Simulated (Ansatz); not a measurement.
`CB(F)[SiH2]O` + `C#C[SiH3]` → `C#C[SiH2]B(C)F` + `O[SiH3]`  (formal exchange of groups at a B–Si bond)

Isolated molecules relaxed with PBE0-D4/def2-TZVP in Ansatz; ΔE leaves out vibrations. CBS: MP2 limit from def2 TZ/QZ plus the TZ coupled-cluster correction, frozen cores. Functionals use def2-TZVPP. B3LYP here is the variant with VWN-RPA as its local correlation; programs differ in this. One conformer a species, not always the lowest.

`CB(F)[SiH2]O`:

Z-matrix (Å, degrees):
```
C
B 1 1.558
H 1 1.094 2 111.8
H 1 1.099 2 108.0 3 -115.7
H 1 1.092 2 113.5 3 125.0
F 2 1.334 1 118.6 3 -140.1
Si 2 2.044 1 125.0 3 41.3
O 7 1.658 2 112.9 1 -5.0
H 7 1.496 2 109.4 1 118.9
H 7 1.487 2 110.6 1 -122.4
H 8 0.957 7 117.5 2 66.3
```

`C#C[SiH3]`:

Cartesian coordinates in Å:
```
C -0.633 -0.572 -1.766
C -0.243 -0.220 -0.680
Si 0.345 0.312 0.962
H -0.977 -0.883 -2.725
H 1.122 -0.788 1.584
H 1.208 1.508 0.809
H -0.821 0.644 1.816
```

`C#C[SiH2]B(C)F`:

```xyz
12

C    -2.174    0.056    1.746
C    -1.596    0.504    0.786
Si   -0.667    1.133   -0.658
B     1.046    0.047   -0.923
C     1.483   -1.136   -0.016
F     1.813    0.406   -1.950
H    -2.692   -0.333    2.592
H    -0.354    2.570   -0.428
H    -1.544    1.042   -1.858
H     0.696   -1.899    0.003
H     1.562   -0.794    1.023
H     2.426   -1.597   -0.316
```

`O[SiH3]`:

Z-matrix (Å, degrees):
```
Si
O 1 1.648
H 1 1.489 2 111.7
H 1 1.489 2 111.7 3 120.9
H 1 1.481 2 105.9 3 -119.6
H 2 0.957 1 117.9 3 -60.5
```

```tsv
level	ΔE (kJ/mol)	difference from CCSD(T)/CBS
PBE-D4	-8.3	0.6
r2SCAN-D4	-8.8	0.1
PBE0-D4	-8.8	0.1
B3LYP-D4	-8.1	0.8
ωB97X-V	-8.0	0.9
ωB97M-V	-8.5	0.4
B2PLYP	-7.8	1.1
PBE	-7.3	1.6
r2SCAN	-8.4	0.5
PBE0	-7.8	1.1
B3LYP	-6.6	2.3
HF/def2-TZVPP	-7.2	1.7
MP2/def2-TZVPP	-10.3	-1.4
SCS-MP2/def2-TZVPP	-9.2	-0.3
CCSD/def2-TZVPP	-8.2	0.7
CCSD(T)/def2-TZVPP	-8.7	0.2
HF/def2-QZVPP	-7.4	1.5
MP2/def2-QZVPP	-10.4	-1.5
SCS-MP2/def2-QZVPP	-9.3	-0.4
HF/CBS(def2)	-7.4	1.5
MP2/CBS(def2)	-10.4	-1.5
CCSD/CBS(def2)	-8.4	0.5
CCSD(T)/CBS	-8.9	0
```

Largest T1 diagnostic among the species: 0.013.
